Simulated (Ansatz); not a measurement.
C3H10OSi (`CCO[SiH2]C`) from Hartree–Fock to CCSD(T)

```json
{"atom": "C1", "x (Å)": "1.7667", "y (Å)": "-1.5680", "z (Å)": "-0.1568"}
{"atom": "C2", "x (Å)": "1.5837", "y (Å)": "-0.0701", "z (Å)": "-0.2536"}
{"atom": "O3", "x (Å)": "0.2476", "y (Å)": "0.2778", "z (Å)": "-0.5561"}
{"atom": "Si4", "x (Å)": "-0.9112", "y (Å)": "0.5444", "z (Å)": "0.5804"}
{"atom": "C5", "x (Å)": "-2.4178", "y (Å)": "1.1751", "z (Å)": "-0.3002"}
{"atom": "H6", "x (Å)": "1.4606", "y (Å)": "-2.0497", "z (Å)": "-1.0876"}
{"atom": "H7", "x (Å)": "2.8158", "y (Å)": "-1.8116", "z (Å)": "0.0298"}
{"atom": "H8", "x (Å)": "1.1701", "y (Å)": "-1.9863", "z (Å)": "0.6571"}
{"atom": "H9", "x (Å)": "2.2089", "y (Å)": "0.3354", "z (Å)": "-1.0549"}
{"atom": "H10", "x (Å)": "1.9035", "y (Å)": "0.4141", "z (Å)": "0.6796"}
{"atom": "H11", "x (Å)": "-1.2303", "y (Å)": "-0.7078", "z (Å)": "1.3282"}
{"atom": "H12", "x (Å)": "-0.4024", "y (Å)": "1.5327", "z (Å)": "1.5778"}
{"atom": "H13", "x (Å)": "-2.1977", "y (Å)": "2.1049", "z (Å)": "-0.8290"}
{"atom": "H14", "x (Å)": "-2.7738", "y (Å)": "0.4422", "z (Å)": "-1.0275"}
{"atom": "H15", "x (Å)": "-3.2237", "y (Å)": "1.3671", "z (Å)": "0.4129"}
```

Charge 0, multiplicity 1. All single points use the PBE0-D4/def2-TZVP geometry. It is one conformer, not always the lowest. Frozen core, restricted reference, Ansatz. CBS rows extrapolate triple and quadruple zeta; past MP2 they add the triple-zeta difference.

```tsv
basis	HF (Eh)	MP2 corr.	CCSD corr.	(T)	CCSD(T) total
def2-TZVPP	-483.36143	?	-0.94987	-0.03454	?
def2-QZVPP	?	?	–	–	–
CBS(def2)	-483.38295	?	-1.05763	as TZ	?
```

Fill in the withheld values. (An estimate is asked.)

Computed: def2-TZVPP MP2 corr.: -0.89308; def2-TZVPP CCSD(T) total: -484.34584; def2-QZVPP HF (Eh): -483.38035; def2-QZVPP MP2 corr.: -0.95498; CBS(def2) MP2 corr.: -1.00084; CBS(def2) CCSD(T) total: -484.47512.
